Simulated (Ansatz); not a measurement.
Ansatz (a program for electronic structure) input (SVWN5/def2-TZVPD):

Ansatz 0.2 input:
```yaml
crystal:
  periodic: [false, false, false]
  atoms:
    - {symbol: Mo, position_ang: [0.00012306, -0.00274550, -0.04528548]}
    - {symbol: H, position_ang: [1.38830734, 0.05997238, 0.95463428]}
    - {symbol: H, position_ang: [-1.39347596, 0.05533854, 0.94735578]}
basis:
  gaussian:
    orbitals: def2-TZVPD
hamiltonian:
  xc: {name: SVWN5}
total_charge: 1
magnetization: {spin_polarized: true, initial_magnetization: 3}
```

End of the output:

```
integrals: 0.01 GiB planned
410 factors; their error is unknown
mean field: 0.13 GiB planned
mean field evaluation 1: about -1867.1212 eV, gradient 3.3e1 eV
mean field evaluation 2: about -1854.6300 eV, gradient 5.5e1 eV
mean field evaluation 4: about -1872.0797 eV, gradient 6.4e0 eV
mean field evaluation 8: about -1872.3057 eV, gradient 1.1e-1 eV
mean field evaluation 16: about -1872.2993 eV, gradient 2.3e-5 eV
mean field evaluation 32: about -1871.7698 eV, gradient 1.1e-1 eV
mean field evaluation 64: about -1871.7552 eV, gradient 7.0e-2 eV
mean field -1872.29932299 eV, -68.8057310298 hartree, gradient 1.5e-5 eV, S^2 3.781455; 14 other end points of the search recorded, 0 dependent functions left out
reference -1872.29935222 eV, -68.8057321041 hartree; 9, 6 occupied and 49, 52 virtual orbitals, 410 factors
Total energy: -1872.29935222 eV, -68.8057321041 hartree
```

This state (charge 1, quartet) is run at the relaxed geometry of the species with charge 0 and multiplicity 5.
